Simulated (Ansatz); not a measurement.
Reactions of C$_{2}$H$_{7}$ClGeOS, SMILES `C[O][GeH]([Cl])[S]C`.

Computed with Ansatz on PBE0-D4/def2-TZVP structures; ΔE is electronic, products minus reactants. CCSD(T)/CBS adds triple-zeta CCSD(T) − MP2 to the extrapolated MP2 energy (def2 sets, frozen cores). This one scheme is used for every species. Functionals use def2-TZVPP. For Ge outer-core shells are correlated without core-valence functions, which leaves a few kJ/mol of doubt a bond. Scalar relativity is left out up to krypton. Each species was taken in one conformer, which may not be the lowest.

| reaction | CCSD(T)/CBS(def2) (kJ/mol) |
| --- | --- |
| `C[O][GeH]([Cl])[S]C` + CH₃NH₂ → `C[NH][GeH]([Cl])[O]C` + CH₃SH | 36 |
| `C[O][GeH]([Cl])[S]C` + `[NH2][Ge][OH]` → `C[O][Ge][NH2]` + `C[O][GeH]([SH])[Cl]` | ? |
| `C[O][GeH]([Cl])[S]C` + `[SiH3]SCS` → `CSCS[SiH3]` + `C[O][GeH]([SH])[Cl]` | ? |
| `C[O][GeH]([Cl])[S]C` + H₂O → `C[O][GeH]([OH])[Cl]` + CH₃SH | 18 |
| `C[O][GeH]([Cl])[S]C` + H₂S → `C[O][GeH]([SH])[Cl]` + CH₃SH | 5 |
| `C[O][GeH]([Cl])[S]C` + `N[Si]O` → `C[O][GeH]([OH])[Cl]` + `CS[Si]N` | 39 |

Task: Fill in the missing values. (Best estimate.)

Result: Ansatz gave: `C[O][GeH]([Cl])[S]C` + `[NH2][Ge][OH]` → `C[O][Ge][NH2]` + `C[O][GeH]([SH])[Cl]`: +41.2 kJ/mol; `C[O][GeH]([Cl])[S]C` + `[SiH3]SCS` → `CSCS[SiH3]` + `C[O][GeH]([SH])[Cl]`: -13.2 kJ/mol.

Largest T1 diagnostic: 0.014, for `C[O][Ge][NH2]`.
